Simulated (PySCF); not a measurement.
Field gradients from PBE0/pcSseg-1 densities (PySCF, non-relativistic) at GFN2-xTB geometries, isolated species, one conformer each; χzz is the principal value of largest magnitude, with Q(14N) = 0.02044 b, Q(17O) = −0.0256 b. GFN2-xTB bond lengths can be off by several hundredths of an ångström, more for odd bonds, and the gradients follow them. With so small a basis the couplings can be 20 % off.

(1) Rank these 14N sites by the size of the quadrupole coupling, smallest first.
A. N5 (enamine nitrogen) in `[CH2:1]=[C:2]([SiH2:3][NH2:4])[N:5]([CH3:6])[CH2:7][CH:8]([F:9])[F:10]`
B. N10 (silicon-bound nitrogen) in `[F:1][CH2:2][CH2:3][C@@:4]1([CH2:5][F:6])[CH2:7][NH:8][SiH2:9][NH:10]1`
C. The three-coordinate ring nitrogen of `COC[n+]1ccoc1`
D. The silicon-bound nitrogen of `CC(C)(C)[Si@@H](N)O`
E. The nitrile nitrogen of `N#CCP([SiH3])CP`
F. The pyrrole-type nitrogen of `O[Si@H](O[SiH3])n1cccc1`

(2) Rank these 17O sites by the size of the quadrupole coupling, smallest first.
A. O6 (siloxane oxygen) in `[CH3:1]/[N:2]=[CH:3]\[C@H:4]1[SiH2:5][O:6][SiH2:7][C:8]1=[O:9]`
B. O1 (silanol oxygen) in `[OH:1][Si@H:2]([O:3][SiH3:4])[n:5]1[cH:6][cH:7][cH:8][cH:9]1`
C. O8 (carboxylate oxygen) in `[CH2:1]=[N:2][CH2:3][C@H:4]([CH3:5])[C:6](=[O:7])[O-:8]`
D. O2 (ether oxygen) in `[CH3:1][O:2][CH2:3][n+:4]1[cH:5][cH:6][o:7][cH:8]1`

Results:

(1) C (1.233 MHz), F (1.939 MHz), D (4.218 MHz), E (4.550 MHz), B (4.949 MHz), A (5.753 MHz).

(2) A (5.736 MHz), C (8.202 MHz), B (9.156 MHz), D (12.15 MHz).

All sites together:

```tsv
nucleus	site	Vzz (au)	η	χzz (MHz)
14N	N5 (enamine nitrogen) in [CH2:1]=[C:2]([SiH2:3][NH2:4])[N:5]([CH3:6])[CH2:7][CH:8]([F:9])[F:10]	-1.198	0.03	-5.753
14N	N10 (silicon-bound nitrogen) in [F:1][CH2:2][CH2:3][C@@:4]1([CH2:5][F:6])[CH2:7][NH:8][SiH2:9][NH:10]1	-1.030	0.42	-4.949
14N	the three-coordinate ring nitrogen of COC[n+]1ccoc1	-0.257	0.48	-1.233
14N	the nitrile nitrogen of N#CCP([SiH3])CP	-0.947	0.07	-4.550
14N	the silicon-bound nitrogen of CC(C)(C)[Si@@H](N)O	-0.878	0.40	-4.218
14N	the pyrrole-type nitrogen of O[Si@H](O[SiH3])n1cccc1	-0.404	0.82	-1.939
17O	O6 (siloxane oxygen) in [CH3:1]/[N:2]=[CH:3]\[C@H:4]1[SiH2:5][O:6][SiH2:7][C:8]1=[O:9]	0.954	0.27	-5.736
17O	O8 (carboxylate oxygen) in [CH2:1]=[N:2][CH2:3][C@H:4]([CH3:5])[C:6](=[O:7])[O-:8]	-1.364	0.36	8.202
17O	O2 (ether oxygen) in [CH3:1][O:2][CH2:3][n+:4]1[cH:5][cH:6][o:7][cH:8]1	2.021	0.80	-12.15
17O	O1 (silanol oxygen) in [OH:1][Si@H:2]([O:3][SiH3:4])[n:5]1[cH:6][cH:7][cH:8][cH:9]1	1.522	0.45	-9.156
```
